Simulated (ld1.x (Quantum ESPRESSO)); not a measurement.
Reading a pseudo-wave (Te)

Columns: radius, all-electron u(r) and pseudo u(r) of the 5s shell (level -17.02 eV) of tellurium in the configuration [Kr] 4d10 5s2 5p3.75; revPBE, scalar-relativistic, TM semilocal scheme, ld1.x (Quantum ESPRESSO) 7.5.

| r (bohr) | all-electron | pseudo |
| --- | --- | --- |
| 0.093 | -0.1631 | 0.0159 |
| 0.185 | 0.1855 | 0.0326 |
| 0.278 | 0.2301 | 0.0511 |
| 0.370 | -0.0058 | 0.0722 |
| 0.463 | -0.2544 | 0.0972 |
| 0.555 | -0.3857 | 0.1269 |
| 0.648 | -0.3890 | 0.1632 |
| 0.740 | -0.2966 | 0.2063 |
| 0.833 | -0.1476 | 0.2580 |
| 0.925 | 0.0212 | 0.3175 |
| 1.018 | 0.1902 | 0.3853 |
| 1.110 | 0.3424 | 0.4580 |
| 1.203 | 0.4741 | 0.5337 |
| 1.295 | 0.5802 | 0.6062 |
| 1.388 | 0.6635 | 0.6722 |
| 1.480 | 0.7239 | 0.7259 |
| 1.573 | 0.7654 | 0.7656 |
| 1.665 | 0.7898 | 0.7898 |
| 1.758 | 0.8003 | 0.8003 |
| 1.850 | 0.7992 | 0.7992 |
| 1.943 | 0.7886 | 0.7886 |
| 2.035 | 0.7707 | 0.7707 |
| 2.128 | 0.7467 | 0.7467 |
| 2.220 | 0.7187 | 0.7187 |
| 2.313 | 0.6872 | 0.6872 |
| 2.405 | 0.6540 | 0.6540 |

Question: How many radial nodes do the two functions have?

Answer: The all-electron 5s function has n − l − 1 = 4 (the table is too coarse to show those close to the nucleus); the pseudo-wave has 0, since the states of the same l below it are removed with the core.

Question: At about which radius was the pseudo-wave matched?

Answer: 1.75 bohr. The columns agree to 0.0005 from 1.57 bohr on; several derivatives are matched, so the curves merge somewhat inside the radius.

Question: Where does each function peak?

Answer: Outermost all-electron maximum near 1.76 bohr, pseudo maximum near 1.76 bohr (to the table’s step).

Question: Is the pseudo-wave norm-conserving?

Answer: Yes: the TM semilocal scheme keeps the norm inside the radius equal to the all-electron one, which fixes the energy derivative of the logarithmic derivative at the level.
